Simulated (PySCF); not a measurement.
Dipole response of Ge (germanium, neutral)

[Ar] 3d10 4s2 4p2, high-spin 3P determinant. Calculation: PySCF 2.14, in aug-cc-pwCVQZ-PP with ECP10MDF (10s9p8d6f4g1h, 166 functions); scalar relativity through the core potential. Coupled (time-dependent) response in atomic units; α is the mean over directions.

```csv
method,mean α (bohr³),"α xx, yy, zz",C₆ (like pair),S(−4)
PBE0,43.48,"33.87, 48.29, 48.29",379.4,839.4
```

S(−4) is the Cauchy moment in α(ω) = α(0) + S(−4) ω² + …

Reference α: 40 ± 1 bohr³ (recommended; Schwerdtfeger and Nagle, table of static dipole polarizabilities (2023 update)). Published C₆: 354.0 (Chu and Dalgarno (2004); Tang, Norbeck and Certain (1976)).

Spin-orbit coupling is absent.

α(iu) at PBE0:

```json
{"u (hartree)": "0", "α(iu) (bohr³)": "43.48"}
{"u (hartree)": "0.0500", "α(iu) (bohr³)": "41.52"}
{"u (hartree)": "0.100", "α(iu) (bohr³)": "36.89"}
{"u (hartree)": "0.200", "α(iu) (bohr³)": "26.72"}
{"u (hartree)": "0.300", "α(iu) (bohr³)": "19.20"}
{"u (hartree)": "0.500", "α(iu) (bohr³)": "10.79"}
{"u (hartree)": "0.750", "α(iu) (bohr³)": "6.193"}
{"u (hartree)": "1.00", "α(iu) (bohr³)": "4.066"}
{"u (hartree)": "1.50", "α(iu) (bohr³)": "2.238"}
{"u (hartree)": "2.00", "α(iu) (bohr³)": "1.479"}
{"u (hartree)": "3.00", "α(iu) (bohr³)": "0.8379"}
{"u (hartree)": "5.00", "α(iu) (bohr³)": "0.4108"}
```

A single London oscillator, α(iu) = α/(1 + u²/ω²), gives C₆ = (3/4) ω α². Matching the computed C₆ needs ω = 4 × 379.4 / (3 × 43.48²) = 0.268 hartree.

The components differ because the open shell of this determinant is not spherical; for a pure term their mean is the scalar polarisability.

Energies and moments cover only the electrons outside the core potential.
